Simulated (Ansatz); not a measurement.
`C[SiH]([AlH2])[GaH2]` + H₂O → `C[SiH](O)[GaH2]` + `[AlH3]`  (formal hydrolysis of the Si–Al bond)

Computed with Ansatz on PBE0-D4/def2-TZVP structures; ΔE is electronic, products minus reactants. CBS: MP2 limit from def2 TZ/QZ plus the TZ coupled-cluster correction, frozen cores. This one scheme is used for every species. DFT in def2-TZVPP. HSE06 is defined as in plane-wave codes. For Ga outer-core shells are correlated without core-valence functions, which leaves a few kJ/mol of doubt a bond. Scalar relativity is left out up to krypton. Each species was taken in one conformer, which may not be the lowest.

**Question.** Is it downhill or uphill in electronic energy at CCSD(T)/CBS, and by how much? (Estimate.)

**Answer.** Computed: Downhill: ΔE = -61.2 kJ/mol.

**Question.** What do these levels give: B97M-V, PBE0-D4, r2SCANh-D4, HSE06-D4, BHLYP-D4, CAM-B3LYP-D4, PBE0, r2SCAN0, HSE06, HF/def2-SVP, SCS-MP2/def2-TZVPP, CCSD/CBS(def2)? (An estimate is asked.)

**Answer.** Computed: B97M-V -71.9, PBE0-D4 -47.3, r2SCANh-D4 -58.8, HSE06-D4 -46.6, BHLYP-D4 -76.0, CAM-B3LYP-D4 -78.9, PBE0 -49.6, r2SCAN0 -61.4, HSE06 -49.0, HF/def2-SVP -83.7, SCS-MP2/def2-TZVPP -76.2, CCSD/CBS(def2) -66.2 kJ/mol.

Largest T1 diagnostic among the species: 0.013.

From BLYP to BHLYP (50 % exact exchange), in def2-TZVPP and without D4, ΔE moves by −15.1 kJ/mol. In def2-TZVPP, CCSD(T) changes the Hartree–Fock value by +33.5 kJ/mol (the triples alone add +5.0 kJ/mol) and MP2 by +27.3 kJ/mol.
